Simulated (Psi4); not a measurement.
F4V, doublet, at a GFN2-xTB geometry (such geometries of metal compounds can be far from the true shape) (the multiplicity is a formal guess). Base run: B3LYP/STO-3G (Psi4).

Geometry (Å):
```xyz
5

V      0.0000     0.0000     0.0000
F      0.7544     0.9477    -1.1060
F      0.3985    -1.0870     1.1619
F     -0.6633    -1.0634    -1.0582
F     -0.4896     1.2027     1.0022
```
Charge 0, spin multiplicity 2.
Orbitals are unrestricted.
All else is at Psi4's defaults (density fitting).
Base energy -1328.03601 Eh.

The base run was repeated with changes; each row names its change, and settings that it needs were set with it.

```tsv
change	ΔE vs base (mEh)	SCF cycles	grid points	basis functions
base	0.000	9	107393	38
cholesky_tolerance = 1e-3 (with scf_type cd)	2.598	9	107393	38
dft_basis_tolerance = 1e-8	0.000	9	105634	38
d_convergence = 1e-10	0.000	14	107393	38
diis_max_vecs = 3	0.000	8	107393	38
d_convergence = 1e-4	0.000	7	107393	38
guess = modhuckel	0.000	11	107393	38
dft_pruning_scheme = robust	0.125	9	73427	38
scf_type = cd	2.535	9	107393	38
damping_percentage = 50	-0.009	90	107393	38
level_shift = 0.3	0.000	8	107393	38
guess = sadno	0.000	9	107393	38
dft_spherical_points = 974	0.099	9	345006	38
```

Open shells are given as the SCF converged; they aren't shown to be the lowest states, and a large step between rows can be another state.
